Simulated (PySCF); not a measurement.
# Computed properties of SiH₂Cl₂, SMILES Cl[SiH2]Cl

SiH2Cl2, SMILES Cl[SiH2]Cl. Geometry optimised at B3LYP-D3(BJ)/def2-TZVP. The isomer is the one that the SMILES or the coordinates give; other isomers of the formula were not compared. The values are those of a single conformer. All values are computed for the isolated molecule unless a solvent is named; none is compared with measurement here.

**Structure.** The optimised structure has C2v symmetry. All 9 harmonic modes at B3LYP-D3(BJ)/def2-TZVP (PySCF) are real, so it is a minimum. With heavy atoms numbered as in [SiH2:1]([Cl:2])[Cl:3], the shortest bond between them is Si1–Cl2 at 2.052 Å and the longest Si1–Cl3 at 2.052 Å.

**Vibrations.** The strongest infrared lines (harmonic, unscaled, degenerate partners summed) lie at 880 cm⁻¹ (240 km/mol, H 92 %), 574 cm⁻¹ (135 km/mol, Si 57 %, Cl 39 %), 962 cm⁻¹ (111 km/mol, H 96 %). The softest mode is at 185 cm⁻¹ and the zero-point energy is 12.9 kcal/mol.

**Electronic structure.** PBE0/def2-TZVPD (PySCF) places the frontier levels at -9.15 and -0.34 eV, a gap of 8.81 eV, and gives a dipole moment of 1.24 D and a mean polarisability of 54.1 bohr³. PBE/def2-TZVPD (PySCF) at the same geometry gives -7.79 and -1.21 eV, so its gap is 2.23 eV narrower. An orbital gap is neither the optical nor the fundamental gap.

**Excitations.** TDDFT-CAM-B3LYP/def2-SVPD (PySCF) has S1 at 7.56 eV (164 nm, f = 0.015, weak); the most intense of the 10 singlets computed lies at 8.92 eV (f = 0.12). T1 (TDA) is at 7.19 eV. TDDFT-PBE/def2-SVPD (PySCF) puts S1 at 6.72 eV. No vertical singlet excitation falls in the visible range (under 3.1 eV).

**NMR.** GIAO shifts at PBE0/pcSseg-2 (PySCF) (non-relativistic, atoms alike by connectivity averaged): ¹H at 5.9 ppm against TMS; ²⁹Si at -0.5 ppm against TMS. Without spin–orbit terms, shifts of atoms bonded to Cl or Br come out too high.

**Solvation.** SMD-M06-2X/def2-SVP (PySCF) gives 0.4 kcal/mol in water, -3.0 kcal/mol in acetone, -2.2 kcal/mol in dimethylsulfoxide (1 M in both phases, gas-phase geometry); of these solvents acetone holds the molecule best.
